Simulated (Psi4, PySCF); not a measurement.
Input for Psi4:
```
memory 2 GB

molecule mol {
0 1
  C    -0.059275    1.156018    0.011080
  S    -0.042901   -0.665262   -0.006996
  H     1.281893   -0.797104    0.002348
  H    -1.103113    1.452306    0.005641
  H     0.424446    1.517500    0.913197
  H     0.438843    1.535384   -0.875729
}

set basis 6-311g**
set reference rks
set scf_type pk
set puream true
set d_convergence 1e-8
set dft_radial_points 99
set dft_spherical_points 590

energy('pbe0')
print_variables()
```

Question: Convert this to an input for PySCF.

Answer: One answer among several that fit: 
```python
from pyscf import gto, scf, dft

mol = gto.M(
    atom='''
C    -0.059275    1.156018    0.011080
S    -0.042901   -0.665262   -0.006996
H     1.281893   -0.797104    0.002348
H    -1.103113    1.452306    0.005641
H     0.424446    1.517500    0.913197
H     0.438843    1.535384   -0.875729
''',
    basis='6-311g**',
    charge=0,
    spin=0,
    verbose=4,
)

mf = dft.RKS(mol)
mf.xc = 'pbe0'
mf.grids.atom_grid = (99, 590)
mf.grids.prune = None
mf.kernel()
```

Both were run: Psi4 gave -438.526280 Eh and PySCF -438.526281 Eh, 0.000 mEh apart.
